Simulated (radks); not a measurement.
Neutral palladium, [Kr] 4d10. Calculated with a radial shooting solver on a logarithmic mesh with Libxc functionals: non-relativistic Kohn-Sham, PBE, spin-polarised, spherical densities, point nucleus. Every spin shell is full or empty, so the densities are truly spherical. Functionals are evaluated on that one density, not self-consistently. Rank these exchange functionals by their error against the exact value of the orbitals, and give that value: LDA, B88, PBEsol, PW91, OPTX, WC, AM05, SOGGA, G96, EV93, APBE, TPSS, Tao-Mo, TASK.

Answer. Exact: -138.957 hartree. From best to worst, with 100 (|E| - |E exact|)/|E exact| (equal figures are ties): PW91 +0.06, B88 +0.09, EV93 -0.18, TPSS -0.19, APBE +0.40, G96 +0.40, Tao-Mo -0.73, WC -0.83, OPTX +1.21, PBEsol -2.27, TASK -2.27, SOGGA -2.28, AM05 -4.60, LDA -4.95.
